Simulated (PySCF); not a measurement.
Electric field gradients and quadrupole coupling constants

Compound: [TaOF5]2- (charge -2 and singlet state).
Structure used (PBE0-D3(BJ)/def2-SVP), in Å, numbered top down from 1:
```
atom  x, y, z in Å
Ta1   -0.001    0.000    0.149
O2    -0.014   -0.008    1.932
F3     0.006   -0.002   -1.915
F4     1.965    0.008   -0.029
F5    -1.964    0.001   -0.054
F6    -0.002    1.965   -0.038
F7     0.009   -1.964   -0.045
```

Field gradients from the PBE0/pcSseg-1 (def2-TZVP on Ta) density (PySCF, non-relativistic but for the core potentials past Kr), principal values in atomic units, ordered |Vxx| ≤ |Vyy| ≤ |Vzz|:

```json
{"atom": "O2", "Vxx": "0.2813", "Vyy": "0.2827", "Vzz": "-0.5639"}
```

Task: Find the asymmetry η = (Vxx − Vyy)/Vzz and the couplings χ = eQV/h (234.96 MHz × Q in barn × V in au), with Q(17O) = −0.0256 b.

Result: 
```csv
atom,environment,nucleus,η,χzz (MHz),χxx (MHz),χyy (MHz)
O2,oxygen bonded to Ta,17O,0.00,3.392,-1.692,-1.700
```

The gradient is axial or nearly so (η below 0.05) at O2. 

Task: What is Vzz at O2 in SI units (1 au = 9.71736 × 10²¹ V/m²)?

Result: -0.5639 au = -5.480 × 10²¹ V/m².

Task: And the gradient at the other heavy atoms, for which no coupling is worked out here?

Result: 
| atom | environment | Vzz (au) | η |
| --- | --- | --- | --- |
| F3 | fluorine bonded to Ta | 0.348 | 0.00 |
| F4 | fluorine bonded to Ta | 0.593 | 0.60 |
| F5 | fluorine bonded to Ta | 0.595 | 0.62 |
| F6 | fluorine bonded to Ta | 0.593 | 0.60 |
| F7 | fluorine bonded to Ta | 0.595 | 0.62 |

Whether so highly charged an anion holds all its electrons in the gas phase wasn't checked; a finite basis holds them in any case. The ion is multiply charged and computed without counter-ions or solvent. Atoms past krypton carry effective core potentials; spin–orbit coupling is left out. The pcSseg-1 basis has no diffuse functions, a weakness for an anion. The HOMO energy is positive at this level (+1.60 eV), so the outermost electrons may be held by the finite basis alone. A larger basis could move these couplings by a tenth or more.

These values come from a run that also computed NMR shieldings. Time: 12 s wall. Hardware: an Arm Neoverse V1 with one thread, shared host.
